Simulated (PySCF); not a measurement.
isocyanic acid (CHNO), singlet, at a GFN2-xTB geometry; O3LYP/6-31G* in PySCF.

Here is a job for PySCF.
```python
from pyscf import gto, scf, dft

mol = gto.Mole()
mol.atom = '''
    N    -1.090199    0.195504    0.263220
    C     0.048134   -0.049398    0.013786
    O     1.145452   -0.105508   -0.338827
    H    -1.821018   -0.228081    0.785354
'''
mol.basis = '6-31g*'
mol.charge = 0
mol.spin = 0
mol.verbose = 4
mol.build()

mf = dft.RKS(mol)
mf.xc = 'o3lyp'
mf.kernel()
```

Output, abridged:

```
PySCF version 2.14.0

[INPUT] verbose = 4
[INPUT] num. atoms = 4
[INPUT] num. electrons = 22
[INPUT] charge = 0
[INPUT] spin (= nelec alpha-beta = 2S) = 0
[INPUT] symmetry False subgroup None
[INPUT] Mole.unit = angstrom
[INPUT] Symbol           X                Y                Z      unit          X                Y                Z       unit  Magmom
[INPUT]  1 N     -1.090199000000   0.195504000000   0.263220000000 AA   -2.060177531275   0.369449016257   0.497413710508 Bohr   0.0
[INPUT]  2 C      0.048134000000  -0.049398000000   0.013786000000 AA    0.090960077280  -0.093348691101   0.026051764353 Bohr   0.0
[INPUT]  3 O      1.145452000000  -0.105508000000  -0.338827000000 AA    2.164590568835  -0.199381223951  -0.640290233608 Bohr   0.0
[INPUT]  4 H     -1.821018000000  -0.228081000000   0.785354000000 AA   -3.441225287903  -0.431010624217   1.484103970832 Bohr   0.0

nuclear repulsion = 59.9963085363638
number of shells = 20
number of NR pGTOs = 85
number of NR cGTOs = 44
basis = 6-31g*
ecp = {}

******** <class 'pyscf.dft.rks.RKS'> ********
method = RKS
initial guess = minao
damping factor = 0
level_shift factor = 0
DIIS = <class 'pyscf.scf.diis.CDIIS'>
diis_start_cycle = 1
diis_space = 8
diis_damp = 0
SCF conv_tol = 1e-09
SCF conv_tol_grad = None
SCF max_cycles = 50
direct_scf = True
direct_scf_tol = 1e-13
XC library pyscf.dft.libxc version 7.1.2
    S. Lehtola, C. Steigemann, M. J. T. Oliveira, and M. A. L. Marques,  SoftwareX 7, 1–5 (2018)
XC functionals = o3lyp
    W.-M. Hoe, A. J. Cohen, and N. C. Handy,  Chem. Phys. Lett. 341, 319–328 (2001)
    A. J. Cohen and N. C. Handy,  Mol. Phys. 99, 607 (2001)
radial grids:
    Treutler-Ahlrichs [JCP 102, 346 (1995); DOI:10.1063/1.469408] (M4) radial grids

becke partition: Becke, JCP 88, 2547 (1988); DOI:10.1063/1.454033
pruning grids: <function nwchem_prune>
grids dens level: 3
symmetrized grids: False
atomic radii adjust function: <function treutler_atomic_radii_adjust>
small_rho_cutoff = 0
Set gradient conv threshold to 3.16228e-05
Initial guess from minao.
tot grids = 51912
init E= -169.138448779959
  HOMO = -0.34247027822211  LUMO = -0.0343382912923049  gap/eV = 8.38470
cycle= 1 E= -168.520782880749  delta_E= 0.618  |g|= 0.723  |ddm|= 2.36
  HOMO = -0.192605458436676  LUMO = 0.0388914908609519  gap/eV = 6.29935
cycle= 2 E= -168.10303331973  delta_E= 0.418  |g|= 1.63  |ddm|= 1.54
  HOMO = -0.251857648235073  LUMO = 0.0286975723369172  gap/eV = 7.63430
cycle= 3 E= -168.590653081532  delta_E= -0.488  |g|= 0.373  |ddm|= 1.24
  HOMO = -0.278164689614415  LUMO = 0.0183777051068938  gap/eV = 8.06933
cycle= 4 E= -168.620128354913  delta_E= -0.0295  |g|= 0.0989  |ddm|= 0.321
  HOMO = -0.283160604067231  LUMO = 0.0111331997671535  gap/eV = 8.00814
cycle= 5 E= -168.622302837901  delta_E= -0.00217  |g|= 0.0193  |ddm|= 0.0873
  HOMO = -0.280180771572256  LUMO = 0.0141141789139612  gap/eV = 8.00817
cycle= 6 E= -168.622393675848  delta_E= -9.08e-05  |g|= 0.00337  |ddm|= 0.019
  HOMO = -0.280251561002591  LUMO = 0.0141508538251194  gap/eV = 8.01110
cycle= 7 E= -168.622396481108  delta_E= -2.81e-06  |g|= 0.000198  |ddm|= 0.00287
  HOMO = -0.280244296558809  LUMO = 0.0141602175589113  gap/eV = 8.01115
cycle= 8 E= -168.622396489729  delta_E= -8.62e-09  |g|= 3.74e-05  |ddm|= 0.000203
  HOMO = -0.280246919368525  LUMO = 0.0141584762049827  gap/eV = 8.01118
cycle= 9 E= -168.622396490063  delta_E= -3.34e-10  |g|= 4.03e-06  |ddm|= 2.87e-05
  HOMO = -0.280246950138328  LUMO = 0.0141586336983068  gap/eV = 8.01118
Extra cycle  E= -168.622396490043  delta_E= 1.96e-11  |g|= 1.04e-05  |ddm|= 1.11e-05
converged SCF energy = -168.622396490043
```
